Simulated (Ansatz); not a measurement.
Input file for `BB[SiH](O)C=N`:

```yaml
crystal:
  periodic: [false, false, false]
  atoms:
    - {symbol: B, position_ang: [0.072707, -2.656465, 0.455227]}
    - {symbol: B, position_ang: [0.404263, -1.194968, 1.044737]}
    - {symbol: Si, position_ang: [0.689341, 0.331852, -0.235405]}
    - {symbol: O, position_ang: [0.305580, 0.019059, -1.802302]}
    - {symbol: C, position_ang: [-0.394052, 1.826735, 0.203369]}
    - {symbol: N, position_ang: [-1.152787, 2.220867, -0.736367]}
    - {symbol: H, position_ang: [-1.058884, -3.002177, 0.250111]}
    - {symbol: H, position_ang: [0.929966, -3.431921, 0.133249]}
    - {symbol: H, position_ang: [0.522411, -0.909812, 2.204094]}
    - {symbol: H, position_ang: [2.121290, 0.738095, -0.087082]}
    - {symbol: H, position_ang: [-0.329277, 0.677137, -2.121706]}
    - {symbol: H, position_ang: [-0.370034, 2.316417, 1.186701]}
    - {symbol: H, position_ang: [-1.720128, 3.030480, -0.479824]}
basis:
  gaussian: {orbitals: def2-TZVPP}
correlation: {method: ccsd_t}
```

```sh
$ ansatz run in.yaml --threads 4 --pin off --events-out ev --progress --plain --max-ram 10444MiB
```

Log, shortened:

```
Functional definition: HF
1753 factors; integrals over basis functions are off by at most 9.6e-4 eV
mean field evaluation 1: about -13862.0886 eV, gradient 4.6e1 eV
mean field evaluation 2: about -13862.3984 eV, gradient 4.6e1 eV
mean field evaluation 4: about -13867.5884 eV, gradient 5.1e0 eV
mean field evaluation 8: about -13867.7182 eV, gradient 4.2e-1 eV
mean field evaluation 16: about -13867.7199 eV, gradient 1.4e-6 eV
mean field -13867.71987301 eV, -509.6293054549 hartree, gradient 1.4e-6 eV, S^2 0.000000; 0 other end points of the search recorded, 0 dependent functions left out
10 core orbitals not correlated: weight in the atoms' cores, before any rotation towards them, 1.000 or more for the frozen orbitals, at most 0.000 for the correlated occupied ones
reference -13867.71987301 eV, -509.6293054549 hartree; 16, 16 occupied and 269, 269 virtual orbitals, 1753 factors
second order -24.77968649 eV of doubles, -0.00000000 eV of singles
cycle   1  -25.46308107 eV  change   -6.8e-1 eV  update   1.2e-1
cycle   2  -26.16650060 eV  change   -7.0e-1 eV  update   3.7e-2
cycle   3  -26.31927920 eV  change   -1.5e-1 eV  update   1.9e-2
cycle   4  -26.30362654 eV  change    1.6e-2 eV  update   5.7e-3
cycle   5  -26.30299063 eV  change    6.4e-4 eV  update   2.9e-3
cycle   6  -26.30365755 eV  change   -6.7e-4 eV  update   1.0e-3
cycle   7  -26.30301602 eV  change    6.4e-4 eV  update   4.9e-4
cycle   8  -26.30287274 eV  change    1.4e-4 eV  update   1.8e-4
cycle   9  -26.30293909 eV  change   -6.6e-5 eV  update   8.4e-5
cycle  10  -26.30292684 eV  change    1.2e-5 eV  update   3.6e-5
perturbative correction -1.07685552 eV, -0.0395737105 hartree
Total energy: -13895.09965537 eV, -510.6354938981 hartree
```

Run time 16 min (4 threads of an Arm Neoverse V1 on a shared host); peak host memory 3.7 GiB.

MP2 recovers 90.5 % of the CCSD(T) correlation energy and the triples give 3.9 %; T1 = 0.0142.
